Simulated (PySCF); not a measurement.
A structure optimised at r2SCAN-D4/def2-TZVP, used in a PySCF frequency run:

```
C
H 1 1.0847
N 1 1.4011 2 114.75
H 3 1.0105 1 114.29 2 -41.26
H 3 1.0125 4 110.29 1 129.58
C 1 1.4832 2 119.72 3 147.58
H 6 1.0911 1 110.93 2 38.22
H 6 1.0974 7 107.53 1 -121.99
H 6 1.1031 7 107.52 8 -114.36
```
Charge 0, spin multiplicity 2.

Q: Write its SMILES and formula.

A: C[CH]N, C2H6N

Q: What are its rotational constants (standard atomic weights)?

A: 42.272, 9.1571, 8.0016 GHz
